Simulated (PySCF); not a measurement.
A calculated (UHF, PySCF 2.14, aug-cc-pCVTZ-DK with one added diffuse shell each of s, p, d, f type, the spin-free X2C one-electron Hamiltonian (Gaussian nucleus)) atom or ion has these occupied shells.

```tsv
shell	electrons	orbital energy (eV)	rms radius, mean of both spins (bohr)
1s α	1	-2194.4	0.120
1s β	1	-2193.1	0.120
2s α	1	-217.63	0.561
2s β	1	-215.89	0.561
2p α	3	-159.52	0.539
2p β	3	-157.69	0.539
3s α	1	-34.348	1.94
3p α	3	-21.227	2.24
```

**Question.** Name the element and its charge.

**Answer.** P⁺ (phosphorus, charge +1), in [Ne] 3s1 3p3, high-spin 5S determinant (an excited configuration).
